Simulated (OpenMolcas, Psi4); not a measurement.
## GeH2 (SMILES [GeH2]): methods side by side

The species is GeH2 (3 atoms), meant as a singlet with charge 0. SMILES: `[GeH2]`. Geometry: relaxed at PBE0-D4/def2-TZVP.

```xyz
3

Ge   -0.5701    0.4051   -0.2637
H     0.7830    0.7436    0.5090
H    -0.2129   -1.1487   -0.2453
```

Quantity: the electronic atomisation energy, in eV. The values are calculated. Electronic energies at fixed atoms, without zero-point motion or spin-orbit coupling.

| level | kind | program | value (eV) | CPU time (all runs) |
| --- | --- | --- | --- | --- |
| SVWN5/def2-TZVPPD | LDA | Psi4 | 6.89 | 12 s |
| BLYP/def2-TZVPPD | GGA | Psi4 | ? | 18 s |
| PBE/def2-TZVPPD | GGA | OpenMolcas | ? | 25 s |
| revPBE/def2-TZVPPD | GGA | OpenMolcas | 5.91 | 25 s |
| B3LYP/def2-TZVPPD | global hybrid | OpenMolcas | 6.20 | 22 s |
| M06-2X/def2-TZVPPD | hybrid meta-GGA | OpenMolcas | 5.96 | 28 s |
| PBE0/def2-TZVPPD | global hybrid | OpenMolcas | 5.96 | 23 s |
| CCSD(T)/def2-TZVPPD | coupled cluster or CI | Psi4 | 6.12 | 31 s |

Problem. Estimate what the levels marked ? give.

Solution. As computed at these levels: BLYP/def2-TZVPPD: 6.16 eV; PBE/def2-TZVPPD: 6.03 eV. CCSD(T)/def2-TZVPPD is the highest level here, not the true value. All-electron rows without a relativistic Hamiltonian named are non-relativistic. The values span 5.91 to 6.89 eV. In the correlated wave-function rows the outer d shell of Ge is correlated, in sets not made for it. Times are those of the runs behind each value, whatever else they computed, on shared processors of several kinds: orders of magnitude only.
